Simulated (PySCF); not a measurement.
CH8N2Si3, SMILES [SiH2]1[Si@@H](N=C1[SiH3])N. The structure is a stationary point at B3LYP-D3(BJ)/def2-SVP. The structure was generated by enumeration; whether it is a known compound was not checked. Other conformers were not sampled.

Question: Give the equilibrium geometry at B3LYP-D3(BJ)/def2-SVP (PySCF confirms it by a frequency run) as bond lengths and angles. (Estimate from the structure and the level; the computed values follow.)

Answer: Several could match; the one computed here: 
Atoms: N1 Si2 N3 C4 Si5 Si6 H7 H8 H9 H10 H11 H12 H13 H14. Bonds (Å): N1–Si2 1.718, N1–H7 1.015, N1–H8 1.015, Si2–N3 1.825, Si2–Si6 2.355, Si2–H9 1.489, N3–C4 1.297, C4–Si5 1.901, C4–Si6 1.950, Si5–H10 1.495, Si5–H11 1.489, Si5–H12 1.495, Si6–H13 1.498, Si6–H14 1.498. Bond angles (°): Si2–N1–H7 121.6, Si2–N1–H8 122.0, H7–N1–H8 111.9, N1–Si2–N3 119.3, N1–Si2–Si6 122.3, N1–Si2–H9 106.2, N3–Si2–Si6 77.6, N3–Si2–H9 108.8, Si6–Si2–H9 120.0, Si2–N3–C4 104.4, N3–C4–Si5 121.6, N3–C4–Si6 107.7, Si5–C4–Si6 130.6, C4–Si5–H10 108.8, C4–Si5–H11 111.7, C4–Si5–H12 108.6, H10–Si5–H11 110.0, H10–Si5–H12 107.6, H11–Si5–H12 110.0, Si2–Si6–C4 69.9, Si2–Si6–H13 126.5, Si2–Si6–H14 117.4, C4–Si6–H13 119.5, C4–Si6–H14 111.8, H13–Si6–H14 107.1.
